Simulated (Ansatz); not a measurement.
The same path of ClFGeH2 + ClH (7 atoms, charge 0, multiplicity 1) was run twice with different band settings. Lost on the way: Ge1–F2, Cl6–H7. Made: Ge1–Cl6, F2–H7.

The calculation used RKS PBE-D4/def2-SVP (Ansatz 0.2.0).

Relaxed end points:

```xyz
7
Properties=species:S:1:pos:R:3
Ge -0.162 0.156 -0.178
F -0.267 -0.107 1.579
H 1.297 -0.133 -0.581
H -0.717 1.580 -0.393
Cl -1.496 -1.273 -1.084
Cl 1.642 -2.516 1.663
H 0.797 -1.557 1.962
```

```xyz
7
Properties=species:S:1:pos:R:3
Ge -0.143 -0.503 -0.257
F 1.114 0.329 2.177
H 1.246 0.011 -0.671
H -1.129 0.454 0.434
Cl -1.114 -1.289 -2.030
Cl 0.149 -2.246 1.070
H 0.971 -0.606 2.245
```

Common settings: movable images 9; spring 5.0 eV/Å²; start path through a guess of the saddle point; force threshold 0.03 eV/Å; iteration limit 60; end points relaxed.

| run | climbing image | optimiser |
| --- | --- | --- |
| 1 | yes | quadratic models (default) |
| 2 | from the first iteration | fire |

What does each run give, and how far can it be trusted?

Run 1: converged after 11 iterations, highest image 0.786 eV above the first end. A vibrational analysis at the climbing image gives one clearly imaginary mode, 335i cm⁻¹: a first-order saddle point.
Run 2: converged after 52 iterations, highest image 0.786 eV above the first end. Another band between the same ends (9 images) ends at a top of the same energy, where a vibrational analysis finds 1 clearly imaginary mode.
The orbitals stay closed-shell, which can raise the energy where a bond breaks towards radicals; this wasn't checked here.
